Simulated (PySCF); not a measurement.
Geometry (Å), atoms numbered from 1 in this order:
```xyz
17

Si    0.1714    2.4877   -0.2801
O     0.1859    1.4809    0.9904
Si    0.1913   -0.0605    1.4636
O    -1.2157   -0.7506    1.0840
Si   -2.2772   -1.0410   -0.1064
O     1.3970   -0.8506    0.7414
Si    1.9663   -1.4016   -0.6730
H    -0.1838    3.7638    0.3352
H    -0.8202    2.0425   -1.2627
H     1.5091    2.5040   -0.8747
H     0.3752   -0.1162    2.8902
H    -3.1059   -2.0980    0.4674
H    -3.0305    0.1872   -0.3654
H    -1.5721   -1.4708   -1.3173
H     1.8207   -0.3768   -1.7104
H     3.3648   -1.6818   -0.3585
H     1.2166   -2.6062   -1.0338
```

Geometry: GFN2-xTB; GIAO shifts from PySCF, gas phase, non-relativistic, averaged over equivalent atoms.

At PBE0/pcseg-1 (164 basis functions, 29 s wall time on 1 thread of an Arm Neoverse V1, shared host):
```
                            atoms  δ (ppm)
                      Si1/Si5/Si7    -45.8
                              Si3    -76.1
                         O2/O4/O6     59.2
H8/H9/H10/H12/H13/H14/H15/H16/H17     5.38
                              H11     4.21
```

δ = σ(ref) − σ, references computed at the same level: 29Si (σ = 340.53 ppm), 1H (σ = 31.87 ppm) vs TMS; 17O (σ = 339.55 ppm) against H2O.

What do these become at PBE0/pcSseg-1?

Results:


| atoms | δ at PBE0/pcSseg-1 | change |
| --- | --- | --- |
| Si1/Si5/Si7 | -42.9 | +2.9 |
| Si3 | -76.3 | -0.2 |
| O2/O4/O6 | 54.3 | -4.9 |
| H8/H9/H10/H12/H13/H14/H15/H16/H17 | 5.30 | -0.08 |
| H11 | 3.98 | -0.23 |

δ = σ(ref) − σ, references computed at the same level: 29Si (σ = 349.16 ppm), 1H (σ = 31.72 ppm) against TMS; 17O (σ = 336.08 ppm) vs H2O.

The largest change is at O2/O4/O6 (oxygen bonded to 2 Si). Cost: 197 basis functions, 31 s wall time on 1 thread of an Arm Neoverse V1, shared host.

Experimental scales use liquid or dissolved standards, which lie at an offset from isolated H2O (liquid H2O: subtract about 36 ppm).
